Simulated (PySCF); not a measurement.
Telling isomers of C₄H₅FOSi apart by NMR

Computed data (PySCF): σ from GIAO-PBE0/pcSseg-1, GFN2-xTB structure. No relativistic terms, single conformer, equivalent nuclei averaged, in vacuum.

Chemical shifts δ = σref − σ; TMS for ¹H (31.72 ppm), ¹³C (186.93 ppm), all at this level. Splittings of carbon signals by F and P are missing where no couplings were computed. Where no couplings were computed, multiplicities follow the n + 1 count of equivalent neighbours, and m marks all less simple cases (inequivalent or close neighbours, rings, F or P nearby). Shifts are as computed. Against solution values, carbons near 30 ppm lie about +3 ppm off and those near 130 ppm about +5 ppm. Of 1211 compounds with measured shifts, 218 miss one by over three times the rms of a fit or turn the order of signals round; such compounds aren't used in these exercises.

(1) Tabulate the signals of `O=C1C=C(F)[SiH2]C1`, `O=C1C=C([SiH2]F)C1` and their relative energies.

(2) What is the quickest way to tell O=C1C=C(F)[SiH2]C1 from O=C1C=C([SiH2]F)C1?

Results:

(1) 
| SMILES | carbon types | δC | δH | E rel. (kcal/mol) |
| --- | --- | --- | --- | --- |
| O=C1C=C(F)[SiH2]C1 | 2×C 1×CH 1×CH2 | 206.9, 201.4, 138.7, 22.8 | 6.54 (m, 1H), 4.67 (m, 2H), 2.02 (m, 2H) | 12.1 |
| O=C1C=C([SiH2]F)C1 | 2×C 1×CH 1×CH2 | 189.2, 186.2, 158.0, 57.5 | 6.62 (m, 1H), 5.64 (m, 2H), 3.68 (s, 2H) | 0.0 |

Energies are electronic energies at PBE0/pcSseg-1 on these geometries, without zero-point or thermal terms, each for the one conformer computed, which needn't be the lowest.

(2) Both give the same number of carbon signals, with the same numbers of each carbon type, so the positions decide. The first has an sp3 CH2 bonded to Si, α to a carbonyl at 22.8 ppm, the second an sp3 CH2 α to a carbonyl at 57.5 ppm. Their most deshielded carbons lie at 206.9 and 189.2 ppm.
